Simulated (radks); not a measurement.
Initial-state core-level shifts of the thallium ion Tl+ when its valence configuration changes from [Hg]. Calculated with a radial shooting solver on a logarithmic mesh with Libxc functionals: scalar-relativistic Kohn-Sham, SCAN, spin-polarised, spherical densities, finite nucleus; open shells are filled with parallel spins first (spin-orbit coupling, left out, can overturn this in heavy ions); meta-GGA in the generalised Kohn-Sham scheme; Fermi nuclear charge, rms radius 5.4759 fm. Shifts are changes of the shell-averaged eigenvalues in eV (positive: less bound); the change of the density at the nucleus, which sets a Mossbauer isomer shift, is in e/bohr^3, on a base of 2.719e+06.

valence                          3p       3d       4s       4d  density at nucleus
[Xe] 4f13.5 5d10 6s2 6p0.5  -11.564  -11.494  -10.148   -9.518              +127.9
[Xe] 4f13 5d10 6s2 6p1      -23.382  -23.246  -20.463  -19.187              +264.9
[Xe] 4f12 5d10 6s2 6p2      -47.625  -47.367  -41.433  -38.822              +537.3
[Xe] 4f14 5d9.5 6s2 6p0.5    -3.077   -3.087   -3.043   -3.042               +37.0
[Xe] 4f12 5d9 6s2 6p3       -54.097  -53.876  -47.758  -45.136              +628.8
[Xe] 4f14 5d8 6s2 6p2       -12.232  -12.283  -12.067  -12.057              +162.6
[Xe] 4f14 5d9 6s2 6p1        -6.156   -6.179   -6.083   -6.080               +80.9
[Xe] 4f13 5d10 6s1 6p2      -24.830  -24.688  -21.930  -20.647                +5.4
[Xe] 4f11 5d10 6s2 6p3      -72.720  -72.355  -62.884  -58.884              +828.9
